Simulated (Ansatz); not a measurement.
Ansatz results at the PBE0-D4/def2-TZVP geometry: HOMO energy (PBE0/def2-TZVPP) -6.49 eV; HOMO–LUMO gap (ωB97M-V/def2-TZVPP) 7.61 eV; HOMO energy (ωB97M-V/def2-TZVPP) -8.31 eV.

**Question.** Which molecule gave them?
A. `F[SiH]1[BH][GeH2]1`
B. `F[B]1[SiH2][GeH2]1`
C. `BC#C[O][AlH2]`
D. `CC(S)BO`

**Answer.** A. The others give `CC(S)BO`: -6.87, 10.71, -9.09; `F[B]1[SiH2][GeH2]1`: -6.79, 8.67, -8.68; `BC#C[O][AlH2]`: -6.87, 8.69, -9.08.
